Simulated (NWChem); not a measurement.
**Basis-set dependence for disilylmethane (CH$_{8}$Si$_{2}$)**

```
C
H 1 1.1039
H 1 1.1039 2 106.67
Si 1 1.8832 2 108.51 3 -116.73
H 4 1.4954 1 110.42 2 177.87
H 4 1.4954 5 108.34 1 -121.04
H 4 1.4957 5 108.39 6 -117.42
Si 1 1.8832 2 108.51 3 116.73
H 8 1.4954 1 110.42 2 -177.87
H 8 1.4954 9 108.34 1 121.04
H 8 1.4957 9 108.39 10 117.42
```
Charge 0, spin multiplicity 1.

Program: NWChem. The geometry was optimised at PBE0/def2-SVP, a minimum by its harmonic frequencies.

Hartree-Fock energies in Ha, correlation energies in mHa.

The correlated methods keep 11 core orbitals frozen. Coupled-cluster values serve here as a point of comparison, not as the truth.

| basis | functions | RHF | MP2 | SCS-MP2 | CCSD | CCSD+T(CCSD) | CCSD(T) | CR-CCSD[T] | CR-CCSD(T) |
|---|---|---|---|---|---|---|---|---|---|
| 3-21G | 51 | -617.07788 | -206.2 | -219.7 | -254.0 | -259.4 | -259.2 | -258.3 | -258.2 |
| cc-pVDZ | 90 | -620.38499 | -359.2 | -376.1 | -420.9 | -431.9 | -431.7 | -429.3 | -429.1 |

From 3-21G to cc-pVDZ the Hartree-Fock energy moves by -3307.1 mHa and the MP2 correlation energy by -153.0 mHa, which is 43 % of its value in the larger set.
